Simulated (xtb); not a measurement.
C₂H₉ClSi₃, SMILES Cl[SiH2][Si@H]1CC[SiH2]1. All values are semi-empirical tight-binding results from xtb (GFN2-xTB unless named), good for trends rather than for accurate numbers. Geometry: GFN2-xTB. The structure was generated by enumeration; whether it is a known compound was not checked. Other conformers were not sampled.

Optimised geometry:

Bonded distances (Å): Cl1–Si2 2.038, Si2–Si3 2.317, Si2–H7 1.465, Si2–H8 1.466, Si3–C4 1.933, Si3–Si6 2.347, Si3–H9 1.481, C4–C5 1.545, C4–H10 1.089, C4–H11 1.089, C5–Si6 1.923, C5–H12 1.090, C5–H13 1.089, Si6–H14 1.469, Si6–H15 1.469. Angles (°): Cl1–Si2–Si3 107.2, Cl1–Si2–H7 105.2, Cl1–Si2–H8 105.0, Si3–Si2–H7 114.4, Si3–Si2–H8 118.1, H7–Si2–H8 105.9, Si2–Si3–C4 113.1, Si2–Si3–Si6 123.6, Si2–Si3–H9 110.0, C4–Si3–Si6 77.6, C4–Si3–H9 109.9, Si6–Si3–H9 117.6, Si3–C4–C5 101.1, Si3–C4–H10 116.2, Si3–C4–H11 110.9, C5–C4–H10 112.1, C5–C4–H11 110.2, H10–C4–H11 106.3, C4–C5–Si6 101.7, C4–C5–H12 110.3, C4–C5–H13 112.1, Si6–C5–H12 111.2, Si6–C5–H13 115.5, H12–C5–H13 106.2, Si3–Si6–C5 77.7, Si3–Si6–H14 122.9, Si3–Si6–H15 121.1, C5–Si6–H14 113.3, C5–Si6–H15 112.5, H14–Si6–H15 106.2.

```yaml
orbital_gap: 3.32 eV
dipole_moment: 1.47 D
zero_point_energy: 60.4 kcal/mol
G − E(el) at 298.15 K (modified RRHO): 37.7 kcal/mol
static polarisability (D4 model): 116.4 bohr³
solvation energy, GFN2-xTB/ALPB(water): -1.5 kcal/mol
solvation energy, GFN2-xTB/ALPB(thf): -6.3 kcal/mol
```

Computed atomic charges and the Wiberg bond orders between heavy atoms:
charges (e) Cl1 -0.33, Si2 0.41, Si3 0.32, C4 -0.17, C5 -0.17, Si6 0.38, H7 -0.09, H8 -0.08, H9 -0.10, H10 0.00, H11 0.01, H12 0.01, H13 0.01, H14 -0.10, H15 -0.09. Bond orders Cl1–Si2 1.02, Si2–Si3 0.83, Si3–C4 0.89, C4–C5 1.03, Si3–Si6 0.83, C5–Si6 0.90.
